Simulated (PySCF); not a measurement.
## N⁺ (nitrogen, charge +1) across methods

[He] 2s1 2p2 3s1, high-spin 5P determinant (an excited configuration). All numbers are calculated (PySCF 2.14, no relativity, point nucleus, in aug-cc-pwCVTZ).

```tsv
method	E (hartree)	mean ε 2s α (eV)	mean ε 2p α (eV)	mean ε 3s α (eV)	Σ⟨r²⟩ (bohr²)	⟨S²⟩
PBEsol	-52.8657	-42.654	-31.176	-8.926	20.68	6.000
wB97X	-53.1338	-48.319	-36.172	-11.033	20.74	6.000
PBE	-53.0709	-42.803	-31.317	-8.950	20.58	6.000
LDA	-52.6586	-42.518	-31.188	-9.003	20.51	6.000
PBE0	-53.0840	-45.916	-33.815	-9.544	20.68	6.000
wB97M-V	-53.1273	-47.836	-35.869	-10.987	20.45	6.000
UHF	-53.03210	-54.824	-40.895	-11.002	20.91	6.000
TPSS	-53.1390	-43.329	-31.565	-8.916	20.77	6.000
r2SCAN	-53.1259	-44.110	-32.256	-8.977	20.86	6.000
```

The outer electron is Rydberg-like, and this basis confines it to a smaller radius and binds it less than a complete one would.
